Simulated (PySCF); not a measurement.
Relaxation of singlet NbNI₂

These are results of PBE0/[Nb def2-SVP with ECP28, N def2-SVP, I def2-SVP with ECP28], scalar-relativistic core potentials, density fitting, no spin–orbit coupling, PySCF, not measurements. A (50,194) grid was used.

A start displaced from a saddle point along its imaginary mode, of Cs symmetry, held to at least that symmetry:

```xyz
4
charge 0 multiplicity 1, angstrom
Nb   -0.4838   -0.1027   -0.3619
N    -1.7940    0.2500   -1.3421
I    -1.2309    0.0238    2.2210
I     1.7831    0.0238   -1.8079
```

Problem. What forces act on the atoms at the start (eV/Å)?

Solution. 
```
atom     Fx     Fy     Fz
 Nb1  -1.65   0.37  -1.24
  N2   1.64  -0.42   1.24
  I3   0.07   0.04  -0.08
  I4  -0.06   0.01   0.08
```

Problem. What does it relax to?

Solution. It ends at Cs with Nb–I 2.669 Å (×2), Nb–N 1.639 Å; I–Nb–I 117.1°, I–Nb–N 107.3° (×2) (after a last refinement on a finer grid). The frequency run here used a shortcut that can spoil soft modes, so no verdict on minimum or saddle point is given. Other isomers or separated fragments may lie lower.

Problem. How much energy is released, and in how many steps?

Solution. 10.9 kJ/mol in 9 steps.

The relaxation took about 100 core-seconds on a shared host.
